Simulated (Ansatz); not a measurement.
The same ligand exchange along the group B, Al, Ga, In.

Isolated molecules relaxed with PBE0-D4/def2-TZVP in Ansatz; ΔE leaves out vibrations. CCSD(T)/CBS is the MP2 limit (def2-TZVPP, def2-QZVPP) plus CCSD(T) − MP2 in def2-TZVPP, frozen cores. This one scheme is used for every species. DFT in def2-TZVPP. def2 core potentials past Kr. For Br, Ga, In outer-core shells are correlated without core-valence functions, which leaves a few kJ/mol of doubt a bond. Scalar relativity is left out up to krypton. One conformer a species, not always the lowest.

| reaction | CCSD(T)/CBS(def2) (kJ/mol) |
| --- | --- |
| `OB(Br)Br` + NH₃ → `NB(Br)Br` + H₂O | 1 |
| `[OH][Al]([Br])[Br]` + NH₃ → `[NH2][Al]([Br])[Br]` + H₂O | ? |
| `[OH][Ga]([Br])[Br]` + NH₃ → `[NH2][Ga]([Br])[Br]` + H₂O | 7 |
| `[OH][In]([Br])[Br]` + NH₃ → `[NH2][In]([Br])[Br]` + H₂O | 10 |

Fill in the missing values. (An estimate is asked.)

The calculation gave: `[OH][Al]([Br])[Br]` + NH₃ → `[NH2][Al]([Br])[Br]` + H₂O: +36.6 kJ/mol.

Largest T1 diagnostic: 0.012, for `[OH][In]([Br])[Br]`.
